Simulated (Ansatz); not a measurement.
Question: Name a neutral molecule of O, Re and H with LUMO energy (PBE/def2-TZVPP) between -3.80 and -3.50 eV and size of the dipole moment (ωB97M-V/def2-TZVPP) between 3.00 and 3.30 D (Ansatz, PBE0-D4/def2-TZVP geometry).

Answer: `[O]=[Re](=[O])(=[O])[OH]` (-3.55 eV, 3.26 D). Other molecules can fit too; these were computed, each in one conformer that needn't be the lowest.
